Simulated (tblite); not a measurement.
Species: C₅H₇F₂NOSi.
Geometry (GFN2-xTB, Å), atoms numbered from 1 in this order:
```
atom  x, y, z in Å
N1     4.2096    0.2867    1.1488
C2     3.3130    0.0906    0.4740
C3     2.1453   -0.1557   -0.3919
F4     2.0314    0.8930   -1.2862
F5     2.4122   -1.2236   -1.2146
O6     1.0634   -0.3257    0.3454
C7    -0.1684   -0.5347   -0.3968
C8    -1.3486   -0.6950    0.5683
C9    -2.3554    0.2678   -0.0948
Si10  -0.9891    1.0166   -1.2082
H11   -0.0281   -1.4084   -1.0390
H12   -1.7029   -1.7200    0.6599
H13   -1.0494   -0.3444    1.5540
H14   -3.1251   -0.2727   -0.6424
H15   -2.8607    0.9229    0.6101
H16   -1.1300    0.9403   -2.6581
H17   -0.4241    2.2743   -0.7324
```

Method: GFN2-xTB as coded in tblite; computed harmonic values from a numerical Hessian at the method's own geometry, unscaled. The method is semi-empirical: single wavenumbers can be off by several per cent or more. Modes of hydrogen on silicon can be 10 to 20 % off. One conformer, not necessarily the lowest.

Harmonic wavenumbers (cm⁻¹): 33.1, 69.3, 73.9, 110.9, 167.4, 180.8, 256.5, 314.2, 420.6, 443.5, 450.1, 456.2, 520.0, 547.9, 583.6, 587.1, 631.3, 666.4, 707.8, 741.8, 763.4, 798.9, 876.9, 889.5, 967.2, 1021.5, 1053.9, 1062.3, 1105.7, 1162.6, 1196.1, 1206.7, 1210.9, 1270.0, 1308.8, 1463.6, 1482.2, 2306.0, 2311.6, 2423.1, 2926.1, 2998.5, 3011.3, 3019.5, 3027.5.

A = 2416, B = 674.7, C = 633.3 MHz; mass 163.026 u (most abundant isotopes); point group C1, symmetry number 1.

**Question.** Zero-point energy?

**Answer.** Half the sum of the wavenumbers: 24413 cm⁻¹ = 69.80 kcal/mol.

**Question.** Entropy at 400 K, 1 bar (ideal gas, RRHO, classical rotation)?

**Answer.** Translation 42.66, rotation 31.00, vibration 44.36: S = 118.0 cal/(mol K).

**Question.** And Cp and H(400 K) − H(0)?

**Answer.** Cp = 51.42 cal/(mol K), of which vibrations give 43.47 (their classical limit is 45 R = 89.4); H(400 K) − H(0) = 12.21 kcal/mol without the zero-point energy, 9.03 from vibrations.

**Question.** Which modes carry the vibrational entropy at 400 K?

**Answer.** 33.1 cm⁻¹: 6.22; 69.3 cm⁻¹: 4.75; 73.9 cm⁻¹: 4.63; 110.9 cm⁻¹: 3.83; 167.4 cm⁻¹: 3.03; 180.8 cm⁻¹: 2.88 cal/(mol K); the other 39 give 19.03 together.

**Question.** How do the functions run with temperature in this model?

**Answer.** 
```json
{"T (K)": "150", "S (cal/(mol K))": "82.0", "Cp (cal/(mol K))": "24.9", "H − H(0) (kcal/mol)": "2.49", "G − H(0) (kcal/mol)": "-9.81", "ln q(vib)": "3.77"}
{"T (K)": "250", "S (cal/(mol K))": "97.5", "Cp (cal/(mol K))": "36.5", "H − H(0) (kcal/mol)": "5.56", "G − H(0) (kcal/mol)": "-18.80", "ln q(vib)": "6.66"}
{"T (K)": "298.15", "S (cal/(mol K))": "104.3", "Cp (cal/(mol K))": "41.8", "H − H(0) (kcal/mol)": "7.45", "G − H(0) (kcal/mol)": "-23.66", "ln q(vib)": "8.04"}
{"T (K)": "600", "S (cal/(mol K))": "141.6", "Cp (cal/(mol K))": "64.6", "H − H(0) (kcal/mol)": "23.92", "G − H(0) (kcal/mol)": "-61.02", "ln q(vib)": "16.49"}
{"T (K)": "900", "S (cal/(mol K))": "170.2", "Cp (cal/(mol K))": "76.1", "H − H(0) (kcal/mol)": "45.19", "G − H(0) (kcal/mol)": "-107.95", "ln q(vib)": "24.05"}
```

q(vib) and H(0) count from the zero-point level.

Hindered rotation and anharmonicity are outside this model. Other conformers, if any are populated, would add a mixing term that is left out. The structure is chiral; the term R ln 2 for an equal mix with its mirror image is left out.

On one thread of an Intel Xeon 6975P-C, on a shared host, this took 0.73 s. This covers the Hessian and the dipole derivatives.
